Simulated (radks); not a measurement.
The numbers below are computed, except where a source is named.
Question: These are the eigenvalues of the occupied orbitals of an atom or ion with whole-number occupations (eV). Level of theory: scalar-relativistic Kohn-Sham, SCAN, spin-polarised, spherical densities, finite nucleus; meta-GGA in the generalised Kohn-Sham scheme; Fermi nuclear charge, rms radius of each element as measured or else 0.836 A^(1/3) + 0.57 fm (a radial shooting solver on a logarithmic mesh with Libxc functionals).

1s up: -34452.11
1s down: -34452.01
2s up: -5398.312
2s down: -5398.268
2p up: -4842.241
2p down: -4842.153
3s up: -1128.889
3s down: -1128.821
3p up: -947.8086
3p down: -947.7138
3d up: -680.1516
3d down: -680.0430
4s up: -223.8352
4s down: -223.6296
4p up: -166.1514
4p down: -165.9613
4d up: -81.9493
4d down: -81.6438
5s up: -40.9848
5s down: -38.7742
5p up: -27.8544
5p down: -25.6945

Which element is it, and in what charge state? The configuration may be excited. Open shells, if any, are filled with parallel spins first.

Answer: Z = 54, xenon, charge +2: Xe2+ in [Kr] 4d10 5s2 5p4. The list shows which subshells hold electrons but not how many an open one holds; the 1s level, -1266.1 hartree, gives Z - s = 50.3 by -(Z - s)^2/2, which with screening and relativity narrows Z to a few neighbours, and the depths of the outer levels then fix element, charge and occupations together.
